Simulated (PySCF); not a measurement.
# Working out the ionisation energy of F+

F+ [He] 2s2 2p4 (3P) → F(2+) [He] 2s2 2p3 (4S). Calculation: PySCF 2.14, in aug-cc-pVDZ (4s3p2d, 23 functions); the non-relativistic Hamiltonian (point nucleus). Frozen: 1s2. Energies in hartree (1 hartree = 27.21139 eV):

```
            part  F+ (lower)  F(2+) (upper)
             UHF  -98.801665     -97.575981
CCSD correlation   -0.118220      -0.084900
             (T)   -0.001221      -0.000512
```

Q: What does Hartree-Fock give?

A: (-97.575981) − (-98.801665) = 1.225684 hartree = 33.353 eV.

Q: What do CCSD and CCSD(T) give?

A: The CCSD correlation energies differ by 0.033320 hartree = 0.907 eV and the triples by 0.000709 hartree = 0.019 eV, so CCSD gives 34.260 eV and CCSD(T) 34.279 eV.

Measured between the centres of the two terms (NIST): 34.950 eV, so CCSD(T) (valence) is off by -0.671 eV.

A double-zeta basis recovers only part of the correlation energy.

What remains against the reference includes basis incompleteness, the frozen core and higher excitations.
